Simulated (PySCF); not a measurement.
CH6AlNO2, SMILES C[NH][Al]([OH])[OH]. Coordinates come from a B3LYP-D3(BJ)/def2-SVP optimisation. The structure was generated by enumeration; whether it is a known compound was not checked. One conformer was computed; it need not be the lowest.

All values below come from B3LYP-D3(BJ)/def2-SVP run with PySCF.

Harmonic wavenumbers (cm⁻¹): 96, 121, 152, 227, 245, 276, 302, 325, 493, 519, 589, 661, 868, 941, 1081, 1140, 1148, 1386, 1454, 1471, 1496, 2972, 3018, 3104, 3582, 3935, 3944. Rotational constants (GHz): 6.256, 2.650, 1.884; symmetry number 1.

### Question
Work out the zero-point energy and the ideal-gas rigid-rotor harmonic-oscillator thermochemistry at 298.15 K and 1 atm.

### Answer
ZPE = ½ Σ hcν = ½ × 35547 cm⁻¹ = 50.82 kcal/mol. H − E(el) = 56.50 kcal/mol. Entropy in cal/(mol K): translation 39.44, rotation 26.73, vibration 19.80, total 85.97. G − E(el) = 30.87 kcal/mol. Cp = 28.89 cal/(mol K). Modes under 150 cm⁻¹ make the vibrational entropy uncertain.
